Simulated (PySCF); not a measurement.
From one molecule to another.

First species: C8H8O2.
Numbering: `[CH2:1]=[C:2]=[C:3]([C:4]#[C:5][CH2:6][CH3:7])[C:8](=[O:9])[OH:10]` (hydrogens: H11, H12 on C1; H13, H14 on C6; H15, H16, H17 on C7; H18 on O10)

Second species: C3H13ClO2Si3.
SMILES: `CC(C)O[Si@H](O[SiH3])[SiH2]Cl`

Levels: PBE0/pcSseg-1 for dipole moment, HOMO energy, LUMO energy and HOMO–LUMO gap; GFN2-xTB for rotational constant A and rotational constant C. Geometries: GFN2-xTB. Each structure is a single optimised conformer of the isolated species, non-relativistic unless stated; the electronic structure was computed with PySCF and density fitting.

The conformers computed, where there is a choice (atom-mapped SMILES and torsion angles):
- `[CH2:1]=[C:2]=[C:3]([C:4]#[C:5][CH2:6][CH3:7])[C:8](=[O:9])[OH:10]`: C2–C3–C8–O9 0°, H–O10–C8–C3 180°
- `[CH3:1][CH:2]([CH3:3])[O:4][Si@H:5]([O:6][SiH3:7])[SiH2:8][Cl:9]`: C1–C2–O4–Si5 110°, C2–O4–Si5–O6 -51°, O4–Si5–O6–Si7 -78°, O4–Si5–Si8–Cl9 -177°

Question: Which has the higher LUMO energy?

Answer: The second: -0.39 eV against -1.46 eV, a difference of 1.07 eV.

Question: Which of the two has the higher dipole moment, and by how much?

Answer: The second: 3.01 D against 2.10 D, a difference of 0.91 D.

Question: Which of the two has the higher rotational constant A, and by how much?

Answer: The first: 2.040 GHz against 1.013 GHz, a difference of 1.027 GHz.

Question: Which of the two has the higher HOMO energy, and by how much?

Answer: The first: -6.89 eV against -7.82 eV, a difference of 0.93 eV.

Question: Which has the higher rotational constant C?

Answer: The first: 0.546 GHz against 0.365 GHz, a difference of 0.181 GHz.

Question: Which of the two has the higher HOMO–LUMO gap, and by how much?

Answer: The second: 7.43 eV against 5.43 eV, a difference of 2.00 eV.

On the first: The dipole equals about 7.0 × 10⁻³⁰ C·m (1 D = 3.33564 × 10⁻³⁰ C·m).

On the second: The dipole equals about 10.0 × 10⁻³⁰ C·m (1 D = 3.33564 × 10⁻³⁰ C·m). A dipole of 3.01 D is allowed in C1, and pure rotational transitions are dipole-allowed. GFN2-xTB frequencies show an imaginary mode (37i cm⁻¹), so this geometry is no minimum at that level.
